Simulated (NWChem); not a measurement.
## Correlation energy of ClSi (+1)

```xyz
2

Si     0.0000     0.0000     1.0934
Cl     0.0000     0.0000    -0.9005
```
Charge +1, spin multiplicity 1.

All runs are NWChem calculations. All single points use one geometry, from PBE/def2-SVP, a minimum by its harmonic frequencies.

Basis set: def2-QZVP. Each correlation energy counts from its own Hartree-Fock reference.

| method | correlation energy (mHa) |
|---|---|
| MP2 | -281.8 |
| SCS-MP2 | -283.9 |
| CCSD | -305.9 |
| CR-CCSD[T] | -319.0 |
| CR-CCSD(T) | -318.7 |

The values span 37.2 mHa, from CR-CCSD[T] (lowest) to MP2 (highest). 

The correlated methods keep 10 core orbitals frozen. The structure started from a generated list of species. Coupled-cluster values serve here as a point of comparison, not as the truth.
